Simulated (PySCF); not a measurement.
# Where the electron goes

C₄H₅FSi₂.
Geometry (GFN2-xTB, Å), atoms numbered from 1 in this order:
```xyz
12
C4H5FSi2 angstrom
C      0.5871   -2.9940    1.3144
C      0.0880   -1.9482    0.9940
Si    -0.6160   -0.3000    0.5356
F     -2.1459   -0.3804    1.0908
C     -0.5364    0.1263   -1.3190
C      0.0835    1.3148   -1.3569
Si     0.4473    1.7708    0.4560
H      1.0061   -3.9200    1.5878
H     -0.8792   -0.4088   -2.1937
H      0.2953    1.8532   -2.2702
H     -0.2043    3.0073    0.9049
H      1.8756    1.8783    0.7745
```

Theory: PySCF, TDDFT CAM-B3LYP/def2-SVPD, vertical, gas phase, core orbitals frozen in the response.

Frontier orbitals with the atoms that hold most of them (Löwdin shares over 4%, at most four atoms; ? is withheld):

```csv
orbital,ε (eV),atoms
LUMO+2,0.87,"Si7 17%, C5 17%, Si3 16%, C6 13%"
LUMO+1,0.31,"C2 19%, Si7 19%, Si3 18%, C1 18%"
LUMO,-0.04,"C6 25%, C5 17%, Si3 16%, C2 10%"
HOMO,-9.17,?
HOMO-1,-9.63,?
HOMO-2,-9.95,"C6 23%, C5 14%, Si7 14%, C2 12%"
HOMO-3,-10.20,"C2 28%, C1 24%, C6 13%, Si7 9%"
```

Q: Give the leading atoms of the HOMO-1.

A: C6 (bonded to C, Si and H) 28%; C5 (bonded to C, Si and H) 27%; C2 (bonded to C and Si) 11%; C1 (bonded to C and H) 10%.

Q: Which atoms hold the HOMO, and with what shares?

A: Si7 (bonded to C, Si and 2 H) 21%; Si3 (bonded to 2 C, F and Si) 21%; C5 (bonded to C, Si and H) 16%; C2 (bonded to C and Si) 12%. By element: silicon 42%, carbon 28% or more.

Q: How does S1 compare with the orbital gap of 9.13 eV?

A: S1 is at 5.53 eV (f = 0.0015), 3.60 eV below the gap, made of HOMO→LUMO (87%). Without the coupling terms of the response equations the lowest excitation would equal the gap.

Next come S2 at 5.96 eV (f 0.0073), HOMO-1→LUMO+1 (16%), HOMO→LUMO+1 (16%), HOMO-3→LUMO+1 (11%); S3 at 6.02 eV (f 0.0040), HOMO-2→LUMO (32%), HOMO-1→LUMO (22%), HOMO→LUMO+1 (18%); S4 at 6.15 eV (f 0.015), HOMO-3→LUMO+1 (18%), HOMO-2→LUMO (14%), HOMO→LUMO+1 (11%); S5 at 6.32 eV (f 0.0054), HOMO-3→LUMO (28%), HOMO→LUMO+2 (20%), HOMO-4→LUMO (16%).
